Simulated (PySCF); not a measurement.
From results back to the method.

C₂H₉NSi₂.
Numbering: `[CH2:1]=[N:2][SiH2:3][CH2:4][SiH3:5]` (hydrogens: H6, H7 on C1; H8, H9 on Si3; H10, H11 on C4; H12, H13, H14 on Si5)

Structure used (PBE0-D3(BJ)/def2-SVP), in Å, numbered top down from 1:
```xyz
14
C2H9NSi2 angstrom
C     -2.253    0.035    0.971
N     -1.136   -0.134    0.412
Si    -0.474    0.821   -0.906
C      1.190    1.457   -0.334
Si     2.183    0.191    0.653
H     -2.991    0.817    0.685
H     -2.566   -0.616    1.810
H     -0.298   -0.103   -2.066
H     -1.398    1.939   -1.307
H      1.775    1.769   -1.216
H      1.050    2.354    0.293
H      1.618    0.025    2.024
H      2.191   -1.132   -0.042
H      3.601    0.654    0.785
```

The closed-shell ground state was solved 7 times with PySCF (density fitting, gas phase), always in the pcSseg-1 basis (144 functions), with these functionals: B97-2, B97-D, BHandHLYP, HF, LC-wPBE, mPW1PW91 and wB97X-D.

```csv
row,total energy (Eh),HOMO (eV),LUMO (eV),dipole (D)
P,-715.0521,-9.85,1.53,1.99
Q,-715.3070,-7.16,-0.92,1.88
R,-715.2076,-5.75,-1.93,1.75
S,-715.2292,-8.47,0.33,1.98
T,-713.2325,-10.63,3.20,2.22
U,-715.2949,-6.88,-0.98,1.85
V,-715.2674,-9.03,0.96,1.93
```

Which functional belongs to which row?

P = LC-wPBE, Q = mPW1PW91, R = B97-D, S = BHandHLYP, T = HF, U = B97-2, V = wB97X-D. By rising HOMO–LUMO gap: B97-D (GGA) 3.82 eV; B97-2 (global hybrid, 21 % exact exchange) 5.90 eV; mPW1PW91 (global hybrid, 25 % exact exchange) 6.24 eV; BHandHLYP (global hybrid, 50 % exact exchange) 8.80 eV; wB97X-D (range-separated hybrid) 9.99 eV; LC-wPBE (range-separated hybrid) 11.38 eV; HF (all exact exchange) 13.83 eV. Total energies of different functionals aren't bounds to one another; each is stationary for its own functional.

One conformer stands for the species.

The pairwise dispersion term of B97-D and wB97X-D wasn't added to the energies; at a given geometry it leaves orbitals and properties as they are.
